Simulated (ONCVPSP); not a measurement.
# Scattering properties, ONCV potential for Ta (Z = 73)

| Item | Value |
| --- | --- |
| Element | Ta (Z = 73) |
| Generator | ONCVPSP 4.0.1 |
| Type | optimised norm-conserving Vanderbilt (ONCV) |
| Functional | PBE |
| Relativity | fully relativistic |
| Frozen core | [Kr] 4d10 4f14 |
| Valence charge | 13 |
| Reference configuration | 5s2 5p6 5d3 6s2 |
| Partial waves | 5s+6s: rc 1.85 bohr, ncon 4, nbas 8, qcut 5 1/bohr, 2 projectors; 5p: rc 1.65 bohr, ncon 4, nbas 8, qcut 10.2 1/bohr, 3 projectors, debl 1.1 Ha; 5d: rc 2.25 bohr, ncon 4, nbas 9, qcut 7.3 1/bohr, 1 projector |
| Local potential | polynomial inside 1.40 bohr (lpopt 4, dvloc0 0 Ha) |
| Core correction | polynomial model core, fcfact 0.7 |

Open shells are filled in proportion to 2j + 1.

In the p channel the program set the typed energies aside and used -1.357, 0.250, 1.350 Ha (j = l + 1/2; the other j can differ).

The phase is arctan(r·R′/R) of the radial function R(r), unwrapped; energies in Ha, scanned from -4 to 5 Ha. A pole is an energy at which the radial function vanishes at the test radius. The pseudo phase is shifted by a multiple of π to meet the all-electron one at the reference energy, and phase errors are pseudo minus all-electron; the curves can meet again beyond the range given. Levels narrower than the energy grid can be missing from the lists of poles.

```
channel  radius (bohr)  reference energy (Ha)  poles, all-electron  poles, pseudo  unbroken range about the reference energy with phases within 0.05 rad  phase error 1 Ha above the reference energy (rad)
      s           1.88                  -0.20          -2.40, 4.98    -2.40, 4.54                                                        the whole range                                             -0.003
   p3/2           1.67                  -1.36                -0.19          -0.19                                                        the whole range                                             +0.000
   p1/2           1.67                  -1.68                -0.80          -0.80                                                        the whole range                                             +0.000
   d5/2           2.29                  -0.12                 0.54     0.53, 4.74                                                              below 1.7                                             -0.004
   d3/2           2.29                  -0.15                 0.47     0.46, 4.70                                                              below 1.7                                             -0.004
```

Phases in the p3/2 channel:

| E (Ha) | all-electron | pseudo |
| --- | --- | --- |
| -3.98 | 1.171 | 1.171 |
| -3.50 | 1.084 | 1.084 |
| -3.02 | 0.924 | 0.924 |
| -2.54 | 0.552 | 0.552 |
| -2.06 | -0.323 | -0.323 |
| -1.58 | -1.056 | -1.056 |
| -1.10 | -1.349 | -1.349 |
| -0.62 | -1.490 | -1.490 |
| -0.14 | -1.579 | -1.579 |
| 0.34 | -1.646 | -1.646 |
| 0.82 | -1.706 | -1.706 |
| 1.30 | -1.770 | -1.770 |
| 1.78 | -1.848 | -1.848 |
| 2.26 | -1.958 | -1.958 |
| 2.74 | -2.143 | -2.143 |
| 3.22 | -2.515 | -2.515 |
| 3.70 | -3.229 | -3.229 |
| 4.18 | -3.885 | -3.885 |
| 4.66 | -4.207 | -4.207 |
